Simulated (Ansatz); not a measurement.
`O[SiH](F)[TeH]` + `[F][GaH][F]` → `O[SiH2][TeH]` + `[F][Ga]([F])[F]` at 600 K and 1 bar (redistribution).

Gas-phase electronic energies from Ansatz, PBE0-D4/def2-TZVP geometries. CCSD(T)/CBS is the MP2 limit (def2-TZVPP, def2-QZVPP) plus CCSD(T) − MP2 in def2-TZVPP, frozen cores. def2 core potentials past Kr. For Ga, Te outer-core shells are correlated without core-valence functions, which leaves a few kJ/mol of doubt a bond. Scalar relativity is left out up to krypton. One conformer a species, not always the lowest.

| species | CCSD(T)/CBS energy (Eh) | H − E (kJ/mol) | S (J/(mol·K)) |
| --- | --- | --- | --- |
| `O[SiH](F)[TeH]` | -733.71271 | 140.1 | 420.5 |
| `[F][GaH][F]` | -2124.20216 | 61.3 | 323.0 |
| `O[SiH2][TeH]` | -634.44375 | 148.5 | 398.1 |
| `[F][Ga]([F])[F]` | -2223.43412 | 53.8 | 343.2 |

H − E and S are ideal-gas, rigid-rotor, harmonic terms from PBE0-D4/def2-TZVP, for one conformer and one mirror image of each species. 1 Eh = 2625.50 kJ/mol, R = 8.31446 J/(mol·K).

Problem. By hand: ΔE, ΔH, ΔS and ΔG.

Solution. ΔE = (-634.44375) + (-2223.43412) − (-733.71271) − (-2124.20216) = 0.03700 Eh = 97.1 kJ/mol. Δ(H − E) = 148.5 + 53.8 − 140.1 − 61.3 = 0.9, so ΔH = 98.0 kJ/mol. ΔS = 398.1 + 343.2 − 420.5 − 323.0 = -2.2 J/(mol·K). ΔG = 98.0 − 600 × (-2.2)/1000 = 99.3 kJ/mol.

Problem. By hand: the equilibrium constant, and the temperature at which ΔG would vanish if ΔH and ΔS stayed fixed.

Solution. log₁₀ K = −ΔG/(RT ln 10) = -8.6. ΔH and −TΔS have one sign here, so there is no such temperature.

The number of gas molecules stays the same, so ΔS is small and ΔH decides. A doubt of 5 kJ/mol in ΔE shifts log₁₀ K by 0.4 here. Other conformers and mirror images would add mixing entropy, several J/(mol·K) or more a flexible species. These are equilibria of isolated gas molecules and say nothing of rates. Largest T1 diagnostic: 0.015 (customary marks: 0.02 for closed shells, 0.045 for open ones).

ΔS is within the doubt of such terms, so its sign, and with it that verdict, could turn.
